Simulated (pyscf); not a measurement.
A first-order saddle from PySCF, ωB97X-D3(BJ)/def2-SVP:

```xyz
12

Si    -2.5437     1.1491    -0.5015
Te    -1.3613    -1.2062     0.3658
Si     0.7490    -0.4196    -0.6983
H     -2.1369     0.6373    -1.8480
H     -3.9006     0.6977    -0.1108
H     -2.5729     2.6195    -0.7624
H      1.9068    -1.1918    -0.1904
H      0.5436    -0.6924    -2.1485
H      0.8711     1.0424    -0.4745
Ge    -0.9212    -0.0933     2.7662
Cl    -1.5885     1.9270     1.5360
Cl     1.2602     0.2385     2.4971
```
Charge 0, spin multiplicity 1.

Surface: singlet, charge 0. Lowest wavenumbers (cm⁻¹): 276i, 37, 77, 103, 118.

Question: What reaction is this the transition state of?

Answer: `[SiH3][Te][SiH3]` + `[Cl][Ge][Cl]` [singlet] ⇌ `[SiH3][Cl]` + `[SiH3][Te][Ge][Cl]` [singlet], a four-centre exchange read from left to right: Si–Te, Cl–Ge broken and Cl–Si, Ge–Te formed. At ωB97M-D3(BJ)/def2-TZVP it lies +9.6 kcal/mol from the left side and +14.7 kcal/mol from the right (each side as separated species at their lowest minima found). On the reactant side the descent ends in an adduct with a Ge–Te contact, 19.5 kcal/mol under the separated species and 20.7 kcal/mol under the saddle at ωB97X-D3(BJ)/def2-TZVP. On the product side the descent ends in a complex, 7.3 kcal/mol under the separated species and 15.3 kcal/mol under the saddle at ωB97X-D3(BJ)/def2-TZVP. What is counted as formed (Ge–Te) is already present as a longer contact in the reactant adduct; forming that adduct is a step of its own. At ωB97X-D3(BJ)/def2-TZVP the barrier from the zero used here is 1.2 kcal/mol. One saddle was located; it need not be the lowest between these sides. Elements up to Kr have no core potential and no relativistic terms here. Elements past Kr carry the def2 core potentials, without spin-orbit coupling.
